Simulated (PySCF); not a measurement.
**Ionisation energy of Re²⁹⁺ by level of theory**

Re²⁹⁺ [Kr] 4d10 → Re³⁰⁺ [Kr] 4d9 [4d3/2^4 4d5/2^5, M_J = 5/2], as a difference of total energies. Computed with PySCF 2.14 in an uncontracted even-tempered set (17 s from 2.6 bohr⁻², ratio 2.8; 14 p from 3.4 bohr⁻², ratio 2.8; 10 d from 3.4 bohr⁻², ratio 2.8; 3 f from 17 bohr⁻², ratio 3), with the two-component X2C-1e Hamiltonian. Correlated levels: [Ar] 3d10 frozen; the 102 highest virtual spinors dropped. "Screened" scales the spin-orbit matrix elements by Boettger's factors to mimic the two-electron term; Breit and QED terms are absent.

| method | ionisation energy (eV) |
| --- | --- |
| GHF (screened spin-orbit) | 1193.3 |
| GMP2 (screened spin-orbit) | 1193.6 |

Breit and QED terms and the two-electron picture change are absent.

For comparison: 1194 ± 4 eV (theoretical estimate listed by NIST; NIST Atomic Spectra Database, ionization energies).
